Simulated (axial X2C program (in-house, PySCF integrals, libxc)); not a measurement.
# HfS⁻: bond constants with and without spin–orbit coupling

Computed with an in-house relativistic program for diatomic molecules. Spin-free means the one-electron spin-free X2C Hamiltonian; two-component (2c) means X2C with spin–orbit coupling and atomic mean-field two-electron Coulomb and Gaunt terms, so the difference of the two also holds small scalar two-electron terms. Basis: Hf dyall-acv3z [14s15p10d7f4g], S dyall-av3z [9s8p3d2f] (cores contracted in-house); Gaussian nuclei, density fitting, unrestricted open shells. Masses: Hf 179.947 u, S 31.972 u.

Input file and command:
```json
{
 "zs": [
  72,
  16
 ],
 "q": -1,
 "bas": [
  "dyall-acv3z",
  "dyall-av3z"
 ],
 "levels": [
  "PBE0",
  "HF",
  "TPSSh"
 ],
 "cc": true,
 "r0": 2.22,
 "thr": -1.0,
 "nmax": 90,
 "npts": 10,
 "nst": 2,
 "ntry": 6
}
```
```bash
python so2c.py task.json out
```

Keys: zs atomic numbers; q charge; bas basis sets; levels methods; cc coupled cluster on or off; r0 starting distance in Å; thr threshold in hartree for freezing inner shells (an s shell follows its p shell); nmax most natural virtual spinors; npts points on the curve; nst determinants followed; ntry starts of the search. HF also brings MP2.

State, spin-free: M_S = 1/2, Λ = 2 (beyond evenly filled blocks: δ+α); electrons by block: σα: 18, σβ: 18, π+α: 9, π+β: 9, π-α: 9, π-β: 9, δ+α: 4, δ+β: 3, δ-α: 3, δ-β: 3, φ+α: 1, φ+β: 1, φ-α: 1, φ-β: 1. Fragments: Hf + S-.

State, 2c: Ω = 3/2 (⟨Sz⟩ = -0.48, ⟨Lz⟩ = 1.98 at PBE0); electrons by block: 1/2: 27, -1/2: 27, 3/2: 13, -3/2: 12, 5/2: 4, -5/2: 4, 7/2: 1, -7/2: 1. Fragments: Hf + S-.

```
Hamiltonian    level  Re (Å)  ωe (cm⁻¹)  ωexe (cm⁻¹)  αe (cm⁻¹)  De (eV)  D0 (eV)  μ (D)
  spin-free     PBE0   2.240      457.3         1.05   0.000404     5.03     5.00  -3.33
  spin-free       HF   2.294      441.1        0.962   0.000367     3.65     3.62  -3.33
  spin-free     CCSD   2.280      447.4        0.922   0.000369     4.83     4.81    n/a
  spin-free  CCSD(T)   2.283      443.6        0.929   0.000375     5.02     4.99    n/a
  spin-free    TPSSh   2.242      451.8         1.07   0.000412     5.01     4.99  -3.07
         2c     PBE0   2.241      455.6         1.05   0.000404      n/a      n/a  -3.34
         2c    TPSSh   2.244      450.1         1.07   0.000411      n/a      n/a  -3.07
```

Correlated methods: 11 electrons correlated (number of frozen shells: Hf 5 s, 4 p, 2 d, 1 f; S 2 s, 1 p), 333 virtual spin orbitals or spinors in MP2, 90 natural virtuals in coupled cluster.

Dipoles are positive if S is the positive end and refer to the centre of mass.

The state is one determinant whose occupation by symmetry is held fixed; it was picked as the lowest of a PBE0 search that is not exhaustive. De is counted from the lowest determinant-based energies of the atoms at the same level, without counterpoise correction. De is not given where an atomic determinant may have missed its ground term or J level, or where the truncated virtual space spoils (T). Density functionals use the spin component along the axis (collinear). Coupled cluster ran in a truncated set of natural virtual spinors; the MP2 energy of the rest was added. (T) has no such correction and the atoms are truncated less, which lowers De at CCSD(T) by a hundredth of an eV or more. Other states lie close and PBE0, whose exact exchange favours high spin, may order them wrongly; the determinant shown need not be the ground state. The nearest other spin-free determinant of the search, M_S = 1/2, Λ = 1, lies 0.23 eV up at the distance of the search. The functionals have no current-density term, which raises determinants with orbital currents, atoms included. The outer-core s and p shells of the metal are frozen in the correlated rows, which leaves out core–valence correlation; for alkali and alkaline-earth bonds that tends to lengthen them. The highest occupied level of some functionals is positive through self-interaction error; at Hartree–Fock it is bound. The determinant is spin-polarised beyond a pure state at some levels (its spin-free form has ⟨S²⟩ too high), which makes Re and μ there less reliable. The T1 diagnostic is large, a sign of multireference character. With the outer-core shells frozen, correlated bond lengths of heavy atoms tend to come out a few hundredths of an ångström too long. Hartree–Fock gets electron affinities wrong, so its lowest charge split need not be the true one.

No reliable constants came from CCSD (2c), CCSD(T) (2c), HF (2c), MP2 (2c), MP2 (spin-free): no minimum in range, unconverged points, a curve that is not smooth, a change of character along it, or the two Hamiltonians disagreeing along it.

Rough cost a point (2c) on 1 thread(s) of a shared host, integrals apart: PBE0 1.9 s, TPSSh 2.6 s.

The whole task took 4.4 min on 1 thread of Arm Neoverse V1 (shared host).
